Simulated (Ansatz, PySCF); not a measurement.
F$_{2}$, triplet, at the geometry of the source list (a higher spin typed on purpose: for a closed-shell molecule this is an excited state). Base run: R2SCAN/def2-TZVP run with PySCF.

Geometry (Å):
```xyz
2

F      0.7010     0.0000     0.0000
F     -0.7010     0.0000     0.0000
```
Charge 0, spin multiplicity 3.
Orbitals are unrestricted.
All else is at PySCF's defaults.

The same geometry, method and basis name were run in Ansatz (an electronic-structure program) and PySCF, at each program's defaults and at the settings that a row names. The base is PySCF at its defaults. Differences at the defaults can come from grids, fitting, cores and function types together.

| code and settings | ΔE vs base (µEh) | basis functions | E (Eh) | SCF cycles |
|---|---|---|---|---|
| PySCF, defaults (exact integrals, its default grid, spherical functions) | 0.0 | 62 | -199.40872 | 22 |
| Ansatz, defaults (factorised integrals, its default grid, spherical functions) | -8.6 | 62 | -199.40873 | - |
| PySCF, density fitting with def2-universal-jkfit | -38.1 | 62 | -199.40876 | 23 |
| PySCF, fine grid | -9.5 | 62 | -199.40873 | 8 |
| Ansatz, high accuracy | -7.1 | 62 | -199.40873 | - |

Open shells are given as the SCF converged; they aren't shown to be the lowest states, and a large step between rows can be another state.
